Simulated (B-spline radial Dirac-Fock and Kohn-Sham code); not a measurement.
Two-hole binding energies of Ce

System: neutral cerium, [Xe] 4f1 5d1 6s2.

Input file task.json (cfg lists n, l and occupation; rrms is the nuclear radius in fm):

```json
{"items": [{
  "Z": 58,
  "q": 0,
  "cfg": [[1, 0, 2], [2, 0, 2], [2, 1, 6], [3, 0, 2], [3, 1, 6], [3, 2, 10], [4, 0, 2], [4, 1, 6], [4, 2, 10], [4, 3, 1], [5, 0, 2], [5, 1, 6], [5, 2, 1], [6, 0, 2]],
  "A": 140,
  "rrms": 4.8771,
  "do": ["binding", "quiet", "double"]
}]}
```

Launch: `python xray_run.py task.json out`

These are calculated numbers from a radial atomic solver; the model is Dirac-Fock (average of configuration) total-energy differences with a finite nucleus, the Breit interaction including its frequency dependence, and self-energy and vacuum-polarisation corrections. U is the two-hole binding energy less the two single-hole energies, the effective repulsion of the holes after relaxation. Each two-hole energy is an average over J within one jj subconfiguration.

```tsv
holes	E(a) (eV)	E(b) (eV)	E(ab) (eV)	U (eV)
1s⁻¹ 2p1/2⁻¹	40450.6	6174.7	46905.7	280.4
1s⁻¹ 3p3/2⁻¹	40450.6	1197.5	41724.6	76.6
1s⁻¹ 3d3/2⁻¹	40450.6	912.5	41435.3	72.2
2p3/2⁻²	5733.6	5733.6	11641.9	174.6
2s⁻¹ 3p1/2⁻¹	6564.8	1285.9	7918.6	68.0
2s⁻¹ 3d3/2⁻¹	6564.8	912.5	7549.1	71.8
2s⁻¹ 3d5/2⁻¹	6564.8	894.1	7529.4	70.5
2p3/2⁻¹ 3p1/2⁻¹	5733.6	1285.9	7089.5	70.0
2p3/2⁻¹ 3d5/2⁻¹	5733.6	894.1	6697.6	69.8
3p1/2⁻¹ 3p3/2⁻¹	1285.9	1197.5	2531.9	48.5
3d3/2⁻²	912.5	912.5	1880.8	55.7
3d3/2⁻¹ 3d5/2⁻¹	912.5	894.1	1863.0	56.3
3d5/2⁻²	894.1	894.1	?	?
5p1/2⁻²	29.44	29.44	69.89	11.0
```

Question: Give the missing two-hole energy and U.

Answer: E(ab) = 1843.6 eV and U = 55.3 eV.
